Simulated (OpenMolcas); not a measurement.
An OpenMolcas run meant for Er3+ (ANO-R3, X2C; inactive shells 1s 2s 2p 3s 3p 3d 4s 4p 4d 5s 5p; intended active space 11 electrons in 7 orbitals (4f)). One step of its input:

```
&CASPT2
Multistate=21 1 2 3 4 5 6 7 8 9 10 11 12 13 14 15 16 17 18 19 20 21
Frozen=14 9
IPEA=0.25
Imaginary=0.1
MaxIter=60
WThr=0.0 0.3 0.05
PrWF=0.5
NoMix
Deleted=27 36
```

The run finished. Its levels beside those of a sound run (SS-CASPT2, IPEA 0.25 Eh, imaginary shift 0.1 Eh (closed shells correlated: 5s 5p)), in cm⁻¹ above each run's lowest level:

```csv
Level,This run,Usual run
4f¹¹ ⁴I°_15/2,0.0,0.0
4f¹¹ ⁴I°_13/2,6094,6094
4f¹¹ ⁴I°_11/2,9980,9774
4f¹¹ ⁴I°_9/2 [54 %],12428,11698
4f¹¹ ⁴F°_9/2 [61 %],17189,15136
```

Which setting is unsound, and how much does it matter here?

Nearly half of the orbitals are deleted from the virtual space, which removes much of the correlation energy. Against the sound run the excited levels shown move by 750 cm-1 on average and by 2100 cm-1 at most.

CASPT2 breaks the degeneracy within a term, and the mean is taken; among the terms shown or strongly mixed into the levels shown the widest spread is 870 cm-1 (4f¹¹ ⁴I°, the sound run). High states are left out of the spin-orbit mixing, which shifts the levels that they would mix with. Some levels mix across a computed gap that differs much from the measured one, so their mixing is not that of the real levels (holds for this run). Levels of configurations outside the active space are missing.

A share in square brackets marks a mixed level and gives the weight of the term that names it, the lowest over the columns. ° marks odd parity.
